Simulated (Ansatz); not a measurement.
Energy difference R1 + R2 → P1, each structure at its B3LYP-D3(BJ)/def2-TZVP stationary point, reached from a drawn start (curvature not checked).
R1, F4S (SMILES FS(F)(F)F) (charge 0, multiplicity 1):
```xyz
5

F     -0.891     0.756    -1.233
S     -0.211    -0.341    -0.177
F      1.186     0.265    -0.542
F      0.566    -1.283     0.960
F     -0.651     0.602     0.992
```
R2: O atom, charge 0, multiplicity 3.
P1: F4OS (SMILES O=S(F)(F)(F)F), charge 0, multiplicity 1.

P less R. No zero-point or thermal terms; singlets are restricted closed shells; open shells are unrestricted; no spin–orbit coupling.

Correlated levels freeze the cores.

Run with Ansatz (a program for electronic structure) with Gaussian orbitals. Each number belongs to the level named beside it.

Total energies in hartree:

```tsv
structure	PBE/def2-TZVPP	r2SCAN/def2-TZVPP	CCSD(T)/cc-pV(T+d)Z
R1	-797.190046	-797.533982	-796.626507
R2	-75.009672	-75.058615	-74.973962
P1	-872.350490	-872.742302	-871.740326
```

**Question.** Work out the reaction energy at each level in eV (1 hartree = 27.21139 eV), and say how far PBE/def2-TZVPP lies from CCSD(T)/cc-pV(T+d)Z.

**Answer.** 
- PBE/def2-TZVPP: (-872.350490) − (-797.190046) − (-75.009672) = -0.150772 hartree = -4.103 eV
- r2SCAN/def2-TZVPP: (-872.742302) − (-797.533982) − (-75.058615) = -0.149705 hartree = -4.074 eV
- CCSD(T)/cc-pV(T+d)Z: (-871.740326) − (-796.626507) − (-74.973962) = -0.139857 hartree = -3.806 eV
PBE/def2-TZVPP less CCSD(T)/cc-pV(T+d)Z: -0.297 eV. CCSD(T)/cc-pV(T+d)Z is the level counted from, the highest shown, and no exact or measured value.
